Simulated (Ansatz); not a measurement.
Two spin states of CdTe, each at its own minimum; 2S+1 = 1, 3 were tried, and our sources give no spin for the ground state. No spin–orbit coupling.

```
level               energy of the multiplicity-3 state above the multiplicity-1 state (eV)
------------------  ----------------------------------------------------------------------
PBE/def2-TZVPP                                                                       0.101
PBE0/def2-TZVPP                                                                     -0.016
wB97X-V/def2-TZVPP                                                                  -0.024
CCSD/def2-TZVPP                                                                     -0.076
CCSD(T)/def2-TZVPP                                                                   0.073
```

The rows run from -0.076 (CCSD/def2-TZVPP) to 0.101 eV (PBE/def2-TZVPP). The 3 functionals in def2-TZVPP without D3 or D4 span 0.125, from wB97X-V to PBE.

Each state is the lowest solution found for its spin in def2 and cc sets. The singlet is a restricted closed-shell determinant, which can mix singlet states where a π or δ shell is part-filled.

Correlated levels freeze the inner cores; with def2 sets outer-core shells near the valence are correlated too.

Doubts at one or more of the structures used: a restricted determinant that unrestricted orbitals would lower (CCSD/def2-TZVPP, CCSD(T)/def2-TZVPP).

The values were computed with Ansatz (Gaussian orbitals). Values without a source in brackets are computed. In def2 rows elements past Kr take small-core potentials, without spin–orbit coupling.

Ansatz is an electronic-structure program.
